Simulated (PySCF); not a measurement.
**Computed spin Hamiltonian**

C3H6NSi2 (doublet state).
Geometry (GFN2-xTB, Å), atoms numbered from 1 in this order:
```
atom  x, y, z in Å
N1     1.2019    3.3448   -0.3170
C2     0.8096    2.2521   -0.2164
C3     0.3549    0.9886   -0.0993
Si4   -1.3920    0.2815    0.1424
C5    -0.5121   -1.4272    0.1382
Si6    1.2449   -0.6900   -0.1120
H7    -2.0161    0.6745    1.4061
H8    -2.2916    0.5364   -0.9833
H9    -0.8333   -2.0924   -0.6595
H10   -0.6298   -1.9899    1.0611
H11    1.8871   -1.0092   -1.3877
H12    2.1778   -0.8698    1.0012
```

As a line formula: `N#C[C]1[SiH2]C[SiH2]1` [radical].

The calculation used UKS B3LYP, pcH-1 on C H N Si, non-relativistic, mean-field spin-orbit, GIAO (PySCF 2.14.0). Isolated species at its GFN2-xTB geometry, gas phase. Couplings are sensitive to structure, and on GFN2-xTB geometries they can be far from those on DFT ones. The SCF solution wasn't tested for stability.

```json
{
  "g1, g2, g3": "2.00217, 2.00353, 2.00501",
  "g_iso": "2.00357",
  "Form of g": "rhombic: the two nearest values differ by 48 % of g3 − g1",
  "⟨S²⟩": "0.7646 (exact 0.7500)"
}
```

Isotropic coupling and dipolar principal values T1 to T3, in MHz:

```
atom  isotope  a_iso  of which spin–orbit     T1     T2     T3  Mulliken spin population
  N1      14N    9.4                  0.0  -19.2  -15.1   34.4                      0.40
  C2      13C  -51.3                  0.0  -20.6   -1.4   22.0                     -0.21
  C3      13C   62.6                  0.0  -58.4  -56.1  114.6                      0.79
 Si4     29Si   33.8                 -0.1   -2.6   -0.5    3.1                     -0.04
  C5      13C   -2.7                  0.0   -0.8   -0.4    1.2                      0.00
 Si6     29Si   33.8                 -0.1   -2.6   -0.5    3.1                     -0.04
  H7       1H   42.9                  0.0   -2.3   -1.4    3.8                      0.02
  H8       1H   43.2                  0.0   -2.3   -1.4    3.7                      0.02
  H9       1H    2.4                  0.0   -1.4   -1.4    2.8                      0.00
 H10       1H    2.2                  0.0   -1.4   -1.4    2.8                      0.00
 H11       1H   43.2                  0.0   -2.3   -1.4    3.7                      0.02
 H12       1H   42.7                  0.0   -2.3   -1.4    3.8                      0.02
```

The largest Mulliken spin populations are on C3 (+0.79), N1 (+0.40) and C2 (-0.21). The positive populations add up to 1.29 and the negative ones to -0.29, together 2S = 1. The angles at C3 add up to 360.0°, so it is planar.

Axes: g3 points within 1° of the N1–C2 bond.

Under fast tumbling the dipolar parts average out, and these isotropic splittings remain: 4 × 1H (H7/H8/H11/H12, I = 1/2, 5 lines) with 1.53 mT, 1 × 14N (N1, I = 1, 3 lines) with 0.34 mT and 2 × 1H (H9/H10, I = 1/2, 3 lines) with 0.08 mT.

Class means assume fast exchange of nuclei equivalent by connectivity; if that motion is slow, each nucleus keeps its own coupling.

The 29Si coupling of Si4/Si6 (mean 33.8 MHz) shows only in satellite lines or after enrichment, since that isotope makes up about 4.7 % of natural silicon.

The 13C coupling of C3 (62.6 MHz) shows only in satellite lines or after enrichment, since that isotope makes up about 1.07 % of natural carbon.

The spin density at the nucleus, in bohr⁻³, is negative for C2 (-0.0457), Si4/Si6 (-0.0381) and C5 (-0.0024), for instance. A restricted open-shell determinant has no negative spin density anywhere; here it arises because α and β orbitals differ (spin polarisation).
